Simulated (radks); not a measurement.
Species: Tm2+. Configuration: [Xe] 4f13 (the NIST ground configuration). All-electron calculation, Dirac Kohn-Sham, BLYP, spin-unpolarised, spherical densities, finite nucleus; open shells fill j = l - 1/2 first; Fermi nuclear charge, rms radius 5.2256 fm. Program: a radial shooting solver on a logarithmic mesh with Libxc functionals. Some entries of the table are withheld. Estimate them.

orbital  occ.  eigenvalue (Ry)  <1/r> (bohr^-1)
1s1/2       2        -4352.874            79.07
2s1/2       2        -734.8761            19.05
2p1/2       2        -700.6319            19.03
2p3/2       4        -628.5660            16.42
3s1/2       2        -165.9455            6.978
3p1/2       2        -150.8506              (1)
3p3/2       4        -135.6349              (2)
3d3/2       4        -109.8349            6.115
3d5/2       6        -106.5090            5.952
4s1/2       2        -33.51585            2.920
4p1/2       2        -27.44320            2.811
4p3/2       4        -24.00686            2.578
4d3/2       4        -14.00776              (3)
4d5/2       6        -13.38287              (4)
5s1/2       2         -4.97880            1.085
5p1/2       2         -3.33884           0.9504
5p3/2       4         -2.91548           0.8682
4f5/2       6         -1.32760            1.707
4f7/2       7         -1.23951            1.675

Answer. 
(1) 3p1/2 <1/r> (bohr^-1): 6.896
(2) 3p3/2 <1/r> (bohr^-1): 6.227
(3) 4d3/2 <1/r> (bohr^-1): 2.356
(4) 4d5/2 <1/r> (bohr^-1): 2.299
